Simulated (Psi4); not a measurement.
C₂H₇InS₂, singlet, geometry from GFN2-xTB (such geometries of metal compounds can be far from the true shape) (core potentials on In); Psi4 1.11 with PBE/def2-TZVPPD.

Psi4 was given this input:
```
memory 2 GB

molecule {
0 1
  In   -0.17365232   -0.17260932   -0.01780401
  H    -1.42966840   -1.42108143   -0.14657929
  S    -0.60878481    1.93590618   -1.16177749
  C    -2.26214755    1.56996580   -1.85986852
  H    -2.56649500    0.55314627   -1.61019596
  H    -2.20328437    1.68689210   -2.93786314
  H    -2.96864638    2.28310420   -1.44547374
  S     1.80604213   -0.74583991    1.28452843
  C     1.36919587   -2.45755417    1.76831707
  H     0.38313672   -2.72339072    1.38634327
  H     1.37494389   -2.51025734    2.85293606
  H     2.12057040   -3.12608641    1.35852325
}

set basis def2-tzvppd

energy('pbe')
print_variables()
```

Write the output that Psi4 gives for this input, abridged.


```
   => Loading Basis Set <=

    Name: DEF2-TZVPPD
    Role: ORBITAL
    Keyword: BASIS

    !!!  WARNING: ECP capability is in beta. Please check occupations closely.  !!!

         ---------------------------------------------------------
                                   SCF
               by Justin Turney, Rob Parrish, Andy Simmonett
                          and Daniel G. A. Smith
                              RKS Reference
         ---------------------------------------------------------

  ==> Geometry <==

    Molecular point group: c1
    Full point group: C1

    Geometry (in Angstrom), charge = 0, multiplicity = 1:

       Center              X                  Y                   Z               Mass
    ------------   -----------------  -----------------  -----------------  -----------------
         IN          -0.184510764000    -0.183402543873    -0.018917294091   114.903878776000
         H           -1.440526844000    -1.431874653873    -0.147692574091     1.007825032230
         S           -0.619643254000     1.925112956127    -1.162890774091    31.972071174400
         C           -2.273005994000     1.559172576127    -1.860981804091    12.000000000000
         H           -2.577353444000     0.542353046127    -1.611309244091     1.007825032230
         H           -2.214142814000     1.676098876127    -2.938976424091     1.007825032230
         H           -2.979504824000     2.272310976127    -1.446587024091     1.007825032230
         S            1.795183686000    -0.756633133873     1.283415145909    31.972071174400
         C            1.358337426000    -2.468347393873     1.767203785909    12.000000000000
         H            0.372278276000    -2.734183943873     1.385229985909     1.007825032230
         H            1.364085446000    -2.521050563873     2.851822775909     1.007825032230
         H            2.109711956000    -3.136879633873     1.357409965909     1.007825032230

  Running in c1 symmetry.

  Rotational constants: A =      0.22250  B =      0.02644  C =      0.02385 [cm^-1]
  Rotational constants: A =   6670.34850  B =    792.64382  C =    714.86932 [MHz]
  Nuclear repulsion =  378.562159727897949

  Charge       = 0
  Multiplicity = 1
  Electrons    = 72
  Nalpha       = 36
  Nbeta        = 36

  ==> Algorithm <==

  SCF Algorithm Type is DF.
  DIIS enabled.
  MOM disabled.
  Fractional occupation disabled.
  Guess Type is SAD.
  Energy threshold   = 1.00e-06
  Density threshold  = 1.00e-06
[...]
   @DF-RKS iter   4: -1066.57307636069481   -2.42620e-02   4.81189e-04 ADIIS/DIIS
   @DF-RKS iter   5: -1066.58877172202915   -1.56954e-02   1.58574e-04 ADIIS/DIIS
   @DF-RKS iter   6: -1066.59098538289982   -2.21366e-03   4.29306e-05 DIIS
   @DF-RKS iter   7: -1066.59108198971649   -9.66068e-05   1.78256e-05 DIIS
   @DF-RKS iter   8: -1066.59110397156473   -2.19818e-05   2.36144e-06 DIIS
   @DF-RKS iter   9: -1066.59110427679980   -3.05235e-07   7.49330e-07 DIIS
  Energy and wave function converged.

  ==> Post-Iterations <==

   Electrons on quadrature grid:
      Ntotal   =   71.9999556854 ; deviation = -4.431e-05

    Orbital Energies [Eh]
    ---------------------

    Doubly Occupied:

[...]
    Virtual:

[...]
    Final Occupation by Irrep:
              A
    DOCC [    36 ]
    NA   [    36 ]
    NB   [    36 ]

  @DF-RKS Final Energy: -1066.59110427679980

   => Energetics <=

    Nuclear Repulsion Energy =            378.5621597278979493
    One-Electron Energy =               -2296.7320028504746006
    Two-Electron Energy =                 932.6674003693664190
    DFT Exchange-Correlation Energy =     -81.0886615235897352
    Empirical Dispersion Energy =           0.0000000000000000
    VV10 Nonlocal Energy =                  0.0000000000000000
    Total Energy =                      -1066.5911042767997969

Computation Completed

Properties will be evaluated at   0.000000,   0.000000,   0.000000 [a0]

Properties computed using the SCF density matrix

 Multipole Moments:

 ------------------------------------------------------------------------------------
     Multipole            Electronic (a.u.)      Nuclear  (a.u.)        Total (a.u.)
 ------------------------------------------------------------------------------------

 L = 1.  Multiply by 2.5417464519 to convert [e a0] to [Debye]
 Dipole X            :         -8.4036623            7.7109466           -0.6927157
 Dipole Y            :         -8.3538852            7.6646327           -0.6892526
 Dipole Z            :         -0.8612929            0.7905785           -0.0707144
 Magnitude           :                                                    0.9797575

 ------------------------------------------------------------------------------------

  Variable Map:
  ----------------------------------------------------------------------------
[...]
  Array Variable Map:
  ----------------------------------------------------------------------------
[...]
[...]
```
